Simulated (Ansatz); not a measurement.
```yaml
crystal:
  periodic: [false, false, false]
  atoms:
    - {symbol: Ge, position_ang: [-0.231092, 1.249050, -0.415024]}
    - {symbol: C, position_ang: [0.145856, -0.563856, -0.009527]}
    - {symbol: C, position_ang: [0.381089, -1.776404, 0.353840]}
    - {symbol: O, position_ang: [0.111370, -1.289758, 1.562164]}
    - {symbol: H, position_ang: [-0.068045, 1.379936, -1.934172]}
    - {symbol: H, position_ang: [-1.667089, 1.572810, 0.015252]}
    - {symbol: H, position_ang: [0.765984, 2.148602, 0.325659]}
    - {symbol: H, position_ang: [0.654229, -2.777380, 0.046108]}
basis:
  gaussian: {orbitals: def2-mTZVP}
total_charge: -1
magnetization: {spin_polarized: true, initial_magnetization: 1}
hamiltonian: {xc: {name: LC-wPBE}}
kpoints: {mp_grid: {grid: [2, 2, 2]}}
```

```sh
$ ansatz run in.yaml --threads 2 --pin off --events-out ev --progress --plain --max-ram 4352MiB
```

**Question.** How does Ansatz answer? (Estimate.)

**Answer.** Ansatz gave: The input was rejected before any iteration.
```
Error: invalid value for `basis.gaussian`: such a run doesn't read kpoints; remove what it names
```
